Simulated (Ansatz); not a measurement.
Consider the ligand exchange at a Ga–O bond: `[SiH3][GaH][O][SbH2]` + `[SiH3]P` → `[SiH3][PH][GaH][SiH3]` + `[OH][SbH2]`.

Isolated molecules relaxed with PBE0-D4/def2-TZVP in Ansatz; ΔE leaves out vibrations. CCSD(T)/CBS adds triple-zeta CCSD(T) − MP2 to the extrapolated MP2 energy (def2 sets, frozen cores). This one scheme is used for every species. Functionals use def2-TZVPP. def2 core potentials past Kr. For Ga, Sb outer-core shells are correlated without core-valence functions, which leaves a few kJ/mol of doubt a bond. Scalar relativity is left out up to krypton. One conformer a species, not always the lowest.

`[SiH3][GaH][O][SbH2]`:

```xyz
10

Si   -0.343   -1.473   -0.574
Ga    1.527   -0.023   -0.090
O     1.150    1.646    0.446
Sb   -0.581    2.503    0.740
H     0.123   -2.869   -0.804
H    -1.316   -1.485    0.552
H    -1.053   -1.017   -1.800
H     3.068   -0.294   -0.179
H    -1.085    1.502    2.049
H    -1.490    1.509   -0.341
```

`[SiH3]P`:

Cartesian coordinates in Å:
```
Si -0.284 -0.293 -0.710
P 1.122 0.499 0.865
H 0.192 -1.643 -1.112
H -0.214 0.613 -1.886
H -1.697 -0.394 -0.261
H 0.616 -0.356 1.881
H 0.265 1.574 1.223
```

`[SiH3][PH][GaH][SiH3]`:

Cartesian coordinates in Å:
```
Si 0.497 2.461 -0.680
P -0.087 0.554 -1.709
Ga -0.973 -0.408 0.193
Si -0.217 -2.571 0.938
H 1.023 2.292 0.704
H -0.722 3.307 -0.611
H 1.541 3.151 -1.481
H 1.180 -0.082 -1.618
H -2.105 0.413 0.913
H 0.505 -2.423 2.234
H -1.359 -3.501 1.157
H 0.716 -3.194 -0.040
```

`[OH][SbH2]`:

Cartesian coordinates in Å:
```
O 0.244 0.560 1.043
Sb 0.050 -0.738 -0.431
H 0.664 0.134 1.794
H -1.571 -0.303 -0.774
H 0.613 0.347 -1.632
```

(1) Is it downhill or uphill in electronic energy at CCSD(T)/CBS, and by how much? (An estimate is asked.)

(2) What do these levels give: LDA (SPW92), ωB97X-V, ωB97M-V, BLYP, PBE0, BHLYP? (An estimate is asked.)

Largest T1 diagnostic among the species: 0.016.

## Answers

(1) Ansatz gave: Uphill: ΔE = +3.9 kcal/mol.

(2) The calculation gave: LDA (SPW92) 2.4, ωB97X-V 4.9, ωB97M-V 4.2, BLYP 4.9, PBE0 1.1, BHLYP 4.8 kcal/mol.

In def2-TZVPP, CCSD(T) changes the Hartree–Fock value by −1.4 kcal/mol (the triples alone add −0.1 kcal/mol) and MP2 by −1.8 kcal/mol. Leaving LDA and LC-ωPBE aside and taking each functional with its dispersion term where it has one, the values, not all of them listed here, spread over 4.8 kcal/mol, from HSE06-D4 to CAM-B3LYP-D4. LDA lies +0.8 kcal/mol from PBE without D4. From r2SCAN to r2SCAN0 (25 % exact exchange), in def2-TZVPP and without D4, ΔE moves by −0.7 kcal/mol.
